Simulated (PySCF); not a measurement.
A side-by-side comparison of computed properties.

First species: C₄H₈N₂.
InChI=1S/C4H8N2/c1-5-6-4-2-3-4/h4,6H,1-3H2

Second species: C5H4F2O.
SMILES with atom numbers: `[CH2:1]=[CH:2]/[C:3](=[CH:4]\[F:5])[C:6](=[O:7])[F:8]` (hydrogens: H9, H10 on C1; H11 on C2; H12 on C4)

Geometry (GFN2-xTB, Å), atoms numbered from 1 in this order:
```xyz
12
C5H4F2O angstrom
C      1.4946   -0.8372   -1.0453
C      0.8124    0.2372   -0.6677
C     -0.3418    0.2599    0.2270
C     -0.9569    1.4147    0.5453
F     -0.5480    2.5831    0.0655
C     -0.8676   -0.9817    0.8068
O     -0.5141   -2.1018    0.6819
F     -1.9480   -0.7344    1.6189
H      1.2484   -1.8295   -0.7126
H      2.3343   -0.7416   -1.7120
H      1.1009    1.2154   -1.0308
H     -1.8130    1.5152    1.1970
```

Levels: PBE0/def2-SVPD for dipole moment, HOMO energy, LUMO energy, HOMO–LUMO gap, static isotropic polarisability and electronic spatial extent ⟨r²⟩ about the centre of nuclear charge; TDDFT PBE0/def2-SVPD for lowest singlet excitation; TDA PBE0/def2-SVPD for lowest triplet excitation (Tamm–Dancoff); GFN2-xTB for rotational constant A and rotational constant C. Geometries: GFN2-xTB. Each species is one conformer at its optimised geometry, gas phase, non-relativistic unless stated. Electronic properties by PySCF.

Dipoles, sizes and rotational constants follow the conformer. The torsions of the flexible species, by atom-mapped SMILES:
- `[CH2:1]=[N:2][NH:3][CH:4]1[CH2:5][CH2:6]1`: C1–N2–N3–C4 -166°, N2–N3–C4–C5 -168°
- `[CH2:1]=[CH:2]/[C:3](=[CH:4]\[F:5])[C:6](=[O:7])[F:8]`: C1–C2–C3–C4 180°, C2–C3–C6–O7 0°

Task: Which of the two has the higher LUMO energy, and by how much?

Result: The first: 0.26 eV against -2.26 eV, a difference of 2.52 eV.

Task: Which has the higher S1 energy?

Result: The first: 5.44 eV against 4.85 eV, a difference of 0.59 eV.

Task: Which has the higher T1 energy?

Result: The first: 3.57 eV against 2.92 eV, a difference of 0.65 eV.

Task: Which of the two has the higher HOMO–LUMO gap, and by how much?

Result: The first: 6.20 eV against 5.33 eV, a difference of 0.87 eV.

Task: Which of the two has the higher HOMO energy, and by how much?

Result: The first: -5.94 eV against -7.59 eV, a difference of 1.65 eV.

Task: Which has the higher rotational constant A?

Result: The first: 13.866 GHz against 2.499 GHz, a difference of 11.367 GHz.

Task: Which of the two has the higher ⟨r²⟩, and by how much?

Result: The second: 973 bohr² against 714 bohr², a difference of 259 bohr².

Task: Which has the higher rotational constant C?

Result: The first: 1.783 GHz against 1.077 GHz, a difference of 0.706 GHz.

On the first: The vertical singlet–triplet gap S1 − T1 is 1.87 eV (TDDFT singlet less Tamm–Dancoff triplet; S1: HOMO→LUMO, weight 0.56, beside HOMO→LUMO+1, weight 0.39; T1: HOMO→LUMO, weight 0.91). The 8 singlets span 5.44 to 7.57 eV, and their oscillator strengths add up to 0.36.

On the second: The vertical singlet–triplet gap S1 − T1 is 1.93 eV (TDDFT singlet less Tamm–Dancoff triplet; S1: HOMO→LUMO, weight 0.89; T1: HOMO→LUMO, weight 0.89). S1 lies 0.48 eV below the HOMO–LUMO gap; its leading configuration is HOMO→LUMO, weight 0.89.
